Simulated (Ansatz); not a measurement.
`C[S][Ge][Cl]` → `[CH2]` (triplet) + `[SH][Ge][Cl]` at 400 K and 1 bar (formal loss of a carbene).

Isolated molecules relaxed with PBE0-D4/def2-TZVP in Ansatz; ΔE leaves out vibrations. CBS: MP2 limit from def2 TZ/QZ plus the TZ coupled-cluster correction, frozen cores. This one scheme is used for every species. Triplets are unrestricted, without spin–orbit coupling. For Ge outer-core shells are correlated without core-valence functions, which leaves a few kJ/mol of doubt a bond. Scalar relativity is left out up to krypton. One conformer a species, not always the lowest.

| species | CCSD(T)/CBS energy (Eh) | H − E (kJ/mol) | S (J/(mol·K)) |
| --- | --- | --- | --- |
| `C[S][Ge][Cl]` | -2973.58695 | 134.1 | 380.8 |
| `[CH2]` (triplet) | -39.09499 | 59.0 | 205.7 |
| `[SH][Ge][Cl]` | -2934.32884 | 49.0 | 327.3 |

H − E and S are ideal-gas, rigid-rotor, harmonic terms from PBE0-D4/def2-TZVP, for one conformer and one mirror image of each species, with the whole ground term of open shells counted as degenerate. 1 Eh = 2625.50 kJ/mol, R = 8.31446 J/(mol·K).

Task: By hand: ΔE, ΔH, ΔS and ΔG.

Result: ΔE = (-39.09499) + (-2934.32884) − (-2973.58695) = 0.16312 Eh = 428.3 kJ/mol. Δ(H − E) = 59.0 + 49.0 − 134.1 = -26.1, so ΔH = 402.2 kJ/mol. ΔS = 205.7 + 327.3 − 380.8 = 152.2 J/(mol·K). ΔG = 402.2 − 400 × (152.2)/1000 = 341.3 kJ/mol.

Task: By hand: the equilibrium constant, and the temperature at which ΔG would vanish if ΔH and ΔS stayed fixed.

Result: log₁₀ K = −ΔG/(RT ln 10) = -44.6. ΔG = 0 at ΔH/ΔS = 2643 K, far beyond where these terms or the molecules hold.

The number of gas molecules changes by +1, which sets the sign of ΔS. A doubt of 5 kJ/mol in ΔE shifts log₁₀ K by 0.7 here. Other conformers and mirror images would add mixing entropy, several J/(mol·K) or more a flexible species. Modes under 60 cm⁻¹, often nearly free rotors, make the harmonic entropy too high. A triplet takes part, so the spin changes. These are equilibria of isolated gas molecules and say nothing of rates. Largest T1 diagnostic: 0.014 (customary marks: 0.02 for closed shells, 0.045 for open ones).
